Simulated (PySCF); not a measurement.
# Polarisability and C₆ of Rh²⁺ (rhodium, charge +2)

[Kr] 4d7, high-spin 4F determinant. All numbers are calculated (PySCF 2.14, a scalar-relativistic core potential, in aug-cc-pVTZ-PP with ECP28MDF (6s6p5d3f2g, 88 functions)). Coupled (time-dependent) response in atomic units; α is the mean over directions.

| method | mean α (bohr³) | C₆ (like pair) | S(−4) |
| --- | --- | --- | --- |
| UHF | 6.713 | 35.20 | 10.81 |
| PBE | 7.748 | 41.42 | 16.95 |
| PBE0 | 7.386 | 39.27 | 14.53 |

S(−4) is the Cauchy moment in α(ω) = α(0) + S(−4) ω² + …

Spin-orbit coupling is absent.

α(iu) at UHF:

```csv
u (hartree),α(iu) (bohr³)
0,6.713
0.0500,6.686
0.100,6.608
0.200,6.325
0.300,5.938
0.500,5.092
0.750,4.160
1.00,3.423
1.50,2.393
2.00,1.742
3.00,1.016
5.00,0.4493
```

For an ion, C₆ is the dispersion term alone; charge-induced terms of lower order in 1/R come first.

Energies and moments cover only the electrons outside the core potential.
